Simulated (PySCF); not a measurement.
## Radial density of Ti (titanium, neutral)

UHF, [Ar] 3d2 4s2, high-spin 3F determinant. Calculation: PySCF 2.14, in x2c-TZVPall (6s5p4d1f, 48 functions); scalar relativity by spin-free X2C-1e.

```tsv
r (bohr)	4πr²ρ (e/bohr)	4πr²(ρα − ρβ)
0.00132	0.1936	0.0000
0.00222	0.4960	0.0000
0.00374	1.252	0.0000
0.00629	3.034	0.0001
0.0106	6.848	0.0002
0.0178	13.67	0.0004
0.0299	22.27	0.0005
0.0503	26.13	0.0001
0.0847	21.06	-0.0009
0.142	21.65	0.0065
0.240	27.96	0.0744
0.403	13.63	0.3807
0.678	8.808	1.0238
1.14	8.382	1.2490
1.92	1.946	0.6483
3.23	0.7467	0.1214
5.43	0.2129	-0.0161
9.13	0.008096	-0.0020
```

Densities and radii are taken from the X2C orbitals without a picture-change correction, which distorts them close to the nucleus.

Problem. Where is the radial spin density 4πr²(ρα − ρβ) most negative, and why is it negative at all?

Solution. Around r = 5.43 bohr, down to -0.0161 e/bohr: exchange with the open shell polarises the paired shells in an unrestricted calculation.
